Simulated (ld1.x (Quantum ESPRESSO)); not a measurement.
Logarithmic derivatives: platinum, RRKJ

- Element: platinum
- Generator: ld1.x (Quantum ESPRESSO) 7.5
- Type: norm-conserving RRKJ (Kleinman–Bylander form)
- Functional: PBE
- Relativity: scalar-relativistic
- Frozen core: [Xe] 4f14
- Valence charge: 10
- Reference configuration: 5d9 6s0 6p0 (charge +1)
- Partial waves: 6p (bound, empty): rc 2.30 bohr; 5d (bound): rc 2.05 bohr; 6s (bound, empty): rc 1.90 bohr
- Local potential: the s channel
- Core correction: none
- rho0: 0.01

The phase is arctan(r·u′/u) with u = r·R(r), unwrapped; energies in Ry, scanned from -3 to 5 Ry. A pole is an energy at which the radial function vanishes at the test radius. The pseudo phase is shifted by a multiple of π to meet the all-electron one at the reference energy, and phase errors are pseudo minus all-electron; the curves can meet again beyond the range given. Levels narrower than the energy grid can be missing from the lists of poles.

Question: For each channel, where are the poles, and over which energies does the pseudopotential scatter like the atom?

Answer:

```csv
channel,radius (bohr),reference energy (Ry),"poles, all-electron","poles, pseudo",unbroken range about the reference energy with phases within 0.05 rad,phase error 1 Ry above the reference energy (rad)
s,2.49,-0.95,1.55,"1.19, 4.93",below 1.5,-0.013
p,2.49,-0.49,3.45,2.74,below 0.4,-0.053
d,2.49,-1.05,-0.57,-0.56,below 1.1,+0.011
```

Phases in the d channel:

```json
{"E (Ry)": "-3.00", "all-electron": "1.294", "pseudo": "1.296"}
{"E (Ry)": "-2.52", "all-electron": "1.246", "pseudo": "1.250"}
{"E (Ry)": "-2.04", "all-electron": "1.152", "pseudo": "1.157"}
{"E (Ry)": "-1.56", "all-electron": "0.836", "pseudo": "0.846"}
{"E (Ry)": "-1.08", "all-electron": "-1.006", "pseudo": "-1.005"}
{"E (Ry)": "-0.60", "all-electron": "-1.559", "pseudo": "-1.555"}
{"E (Ry)": "-0.12", "all-electron": "-1.699", "pseudo": "-1.689"}
{"E (Ry)": "0.36", "all-electron": "-1.786", "pseudo": "-1.768"}
{"E (Ry)": "0.84", "all-electron": "-1.875", "pseudo": "-1.840"}
{"E (Ry)": "1.32", "all-electron": "-1.997", "pseudo": "-1.927"}
{"E (Ry)": "1.80", "all-electron": "-2.216", "pseudo": "-2.055"}
{"E (Ry)": "2.28", "all-electron": "-2.721", "pseudo": "-2.284"}
{"E (Ry)": "2.76", "all-electron": "-3.612", "pseudo": "-2.762"}
{"E (Ry)": "3.24", "all-electron": "-4.156", "pseudo": "-3.526"}
{"E (Ry)": "3.72", "all-electron": "-4.385", "pseudo": "-4.052"}
{"E (Ry)": "4.20", "all-electron": "-4.502", "pseudo": "-4.300"}
{"E (Ry)": "4.68", "all-electron": "-4.573", "pseudo": "-4.431"}
```
